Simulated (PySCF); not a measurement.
Molecule: sum formula Si2N2H7, charge 0, multiplicity 2. It need not be the lowest isomer of its formula. SMILES: [NH][SiH2]N[SiH3]
Geometry from a B3LYP-D3(BJ)/def2-TZVP (Ansatz) optimisation:
```
N
H 1 1.0117
Si 1 1.7173 2 115.16
Si 1 1.7329 2 115.68 3 171.08
N 3 1.7505 1 112.96 2 84.00
H 5 1.0240 3 113.27 1 178.31
H 4 1.4792 1 106.88 2 178.72
H 4 1.4831 7 109.81 1 120.34
H 4 1.4832 7 109.25 8 117.63
H 3 1.4834 1 108.07 2 -156.03
H 3 1.4863 10 111.42 1 -119.34
```
Charge 0, spin multiplicity 2.

Dispersion corrections to the total energy (kcal/mol) from the dftd3 and dftd4 libraries through PySCF: D3(BJ) without and D4 with the three-body term, each with the damping fitted for the functional named.

```tsv
functional	D3(BJ)	D4
TPSSh	-6.56	[?]
B3LYP	-9.94	[?]
PW6B95	-3.13	-4.63
B2GP-PLYP	[?]	-2.30
HF	-43.58	-18.74
LC-wPBE	-5.47	-6.05
BP86	-9.33	-7.33
```

What belongs in the gaps?


- TPSSh, D4: -6.61
- B3LYP, D4: -8.74
- B2GP-PLYP, D3(BJ): -4.33
